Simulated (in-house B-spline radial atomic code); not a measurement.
Atomic self-consistent-field run: Co III (Co2+). Method: Dirac-Hartree-Fock, average of configuration, Fermi nucleus of rms radius 3.7875 fm. Calculated with a radial B-spline atomic code at the basis-set limit.

Command:
```bash
python run_scf.py task.json out
```
Settings (nuclear radius in fm, mass in u):
```
Z                27
configuration    [Ar] 3d7
hamiltonian      dirac
method           hf
spin_polarised   False
nucleus          fermi
rms_radius       3.7875
atomic_mass      58.93319
speed_of_light   137.035999084
```

Output (hartree, bohr):
```
 radial grid: 69 intervals, B-splines of order 8, outer radius 25.5556 bohr

 iter        energy (Eh)    residual
    1      -1378.6970312    4.65e-01
    2      -1384.9159612    5.22e-01
    3      -1390.7809202    1.17e-01
    4      -1391.1621904    2.08e-02
    5      -1391.1699264    1.28e-02
    6      -1391.1736575    2.99e-03
    7      -1391.1740003    2.75e-04
    8      -1391.1740015    2.13e-05
    9      -1391.1740015    7.74e-07
   10      -1391.1740015    1.39e-07

 total energy                    -1391.174002
 kinetic                           1412.94691
 electron-nucleus                 -3321.60800
 electron-electron                  517.48709

 first-order corrections (not in the total)
   Gaunt                            0.58352
   retardation                     -0.05195
   frequency dependence            -0.00151
   self-energy                      0.38833
   Uehling                         -0.03355
   Wichmann-Kroll                   0.00022
   recoil                           0.00991

 orbital      occ     eigenvalue          <r>       <r^2>       <1/r>       r_max    small
 1s1/2      2.000     -286.63186     0.056156  0.00424179     27.0384     0.03679  9.45e-03
 2s1/2      2.000      -36.18081      0.25389   0.0761305     5.87119      0.2125  1.77e-03
 2p1/2      2.000      -31.31772     0.222392    0.060785     5.78984      0.1704  1.74e-03
 2p3/2      4.000      -30.76434     0.225444   0.0623347     5.68069      0.1729  1.71e-03
 3s1/2      2.000       -5.32034     0.774548    0.691774     1.82141      0.6692  3.75e-04
 3p1/2      2.000       -3.78033     0.812349    0.776661     1.68884      0.6771  3.32e-04
 3p3/2      4.000       -3.70766     0.821312    0.793763     1.66495      0.6843  3.26e-04
 3d3/2      2.800       -1.33855     0.998527     1.27742     1.32131      0.6767  2.20e-04
 3d5/2      4.200       -1.33069      1.00366     1.29068     1.31456      0.6796  2.19e-04
```


For the Dirac Hamiltonian the kinetic term is c α·p + (β - 1)c².
